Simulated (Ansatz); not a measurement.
Input file for H5NSi2Zn, SMILES `[ZnH][SiH]1N[SiH2]1`:

```yaml
crystal:
  periodic: [false, false, false]
  atoms:
    - {symbol: Zn, position_ang: [-0.089329, 2.273945, -1.287887]}
    - {symbol: Si, position_ang: [0.678948, 0.547781, 0.145967]}
    - {symbol: N, position_ang: [0.397192, -1.108882, -0.353418]}
    - {symbol: Si, position_ang: [-0.654209, -1.048259, 1.005040]}
    - {symbol: H, position_ang: [-0.660388, 3.378066, -2.224916]}
    - {symbol: H, position_ang: [1.995411, 0.765789, 0.825858]}
    - {symbol: H, position_ang: [0.742714, -1.757768, -1.037675]}
    - {symbol: H, position_ang: [-2.113778, -1.171299, 0.741212]}
    - {symbol: H, position_ang: [-0.296561, -1.879394, 2.185810]}
basis:
  gaussian: {orbitals: def2-SVP}
correlation: {method: ccsd_t, frozen_orbitals: {H: 0, "N": 1, Si: 5, Zn: 9}}
```

```sh
$ ansatz run in.yaml --threads 4 --pin off --events-out ev --progress --plain
```

Output of Ansatz, abridged:

```
Functional definition: HF
1030 factors; integrals over basis functions are off by at most 1.1e-3 eV
mean field evaluation 1: about -65645.0229 eV, gradient 3.4e1 eV
mean field evaluation 2: about -65645.0516 eV, gradient 3.4e1 eV
mean field evaluation 4: about -65648.1618 eV, gradient 3.3e0 eV
mean field evaluation 8: about -65648.2117 eV, gradient 2.3e-1 eV
mean field evaluation 16: about -65648.1743 eV, gradient 4.8e-1 eV
mean field -65648.21187934 eV, -2412.5272886094 hartree, gradient 5.5e-6 eV, S^2 0.000000; 0 other end points of the search recorded, 0 dependent functions left out
20 core orbitals not correlated: weight in the atoms' cores, before any rotation towards them, 1.000 or more for the frozen orbitals, at most 0.000 for the correlated occupied ones
reference -65648.21187934 eV, -2412.5272886094 hartree; 15, 15 occupied and 71, 71 virtual orbitals, 1030 factors
second order -18.09472499 eV of doubles, -0.00000000 eV of singles
cycle   1  -17.96557483 eV  change    1.3e-1 eV  update   1.2e-1
cycle   2  -18.56618195 eV  change   -6.0e-1 eV  update   4.1e-2
cycle   3  -18.69713283 eV  change   -1.3e-1 eV  update   2.0e-2
cycle   4  -18.68925233 eV  change    7.9e-3 eV  update   5.5e-3
cycle   5  -18.68594749 eV  change    3.3e-3 eV  update   2.4e-3
cycle   6  -18.68652661 eV  change   -5.8e-4 eV  update   7.0e-4
cycle   7  -18.68624553 eV  change    2.8e-4 eV  update   2.5e-4
cycle   8  -18.68615786 eV  change    8.8e-5 eV  update   9.9e-5
cycle   9  -18.68618126 eV  change   -2.3e-5 eV  update   3.7e-5
perturbative correction -0.59262010 eV, -0.0217783871 hartree
Total energy: -65667.49068070 eV, -2413.2357714919 hartree
```

Hardware: 4 threads of a server CPU on a shared host. Wall time 2.8 s, peak host memory 0.42 GiB.

MP2 recovers 93.9 % of the CCSD(T) correlation energy and the triples give 3.1 %; T1 = 0.0138.
